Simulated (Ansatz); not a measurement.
Program: Ansatz. Geometries: PBE0-D4/def2-TZVP. ΔE: electronic, gas phase. CCSD(T)/CBS adds triple-zeta CCSD(T) − MP2 to the extrapolated MP2 energy (def2 sets, frozen cores). This one scheme is used for every species. Functionals use def2-TZVPP. HSE06 is defined as in plane-wave codes. For Zn outer-core shells are correlated without core-valence functions, which leaves a few kJ/mol of doubt a bond. Scalar relativity is left out up to krypton. Each species was taken in one conformer, which may not be the lowest.

`C[N](C)[Zn][F]` + H₂ → `C[N](C)[ZnH]` + H–F  (hydrogenolysis of a Zn–F bond)

| level | ΔE (kJ/mol) | difference from CCSD(T)/CBS |
| --- | --- | --- |
| r2SCAN0-D4 | 43.2 | -6.1 |
| HSE06-D4 | 37.6 | -11.7 |
| ωB97M-V | 43.2 | -6.1 |
| B2PLYP | 47.8 | -1.5 |
| PBE | 41.9 | -7.4 |
| r2SCAN0 | 43.2 | -6.1 |
| BHLYP | 45.0 | -4.3 |
| LC-ωPBE | 46.4 | -2.9 |
| CCSD/def2-SVP | 48.2 | -1.1 |
| HF/def2-TZVPP | 46.6 | -2.7 |
| MP2/def2-TZVPP | 45.5 | -3.8 |
| CCSD/def2-TZVPP | 41.6 | -7.7 |
| CCSD(T)/def2-TZVPP | 42.0 | -7.3 |
| HF/def2-QZVPP | 52.4 | 3.1 |
| SCS-MP2/def2-QZVPP | 53.8 | 4.5 |
| MP2/CBS(def2) | 52.7 | 3.4 |
| CCSD(T)/CBS | 49.3 | 0 |

Largest T1 diagnostic among the species: 0.015.

Leaving LDA and LC-ωPBE aside and taking each functional with its dispersion term where it has one, the values, not all of them listed here, spread over 12.2 kJ/mol, from PBE0-D4 to BLYP-D4. LDA lies −10.2 kJ/mol from PBE without D4. From BLYP to BHLYP (50 % exact exchange), in def2-TZVPP and without D4, ΔE moves by −5.4 kJ/mol.

CCSD(T)/CBS has its own doubt, a few kJ/mol and more with outer-core shells, so smaller differences from it don't rank the levels.
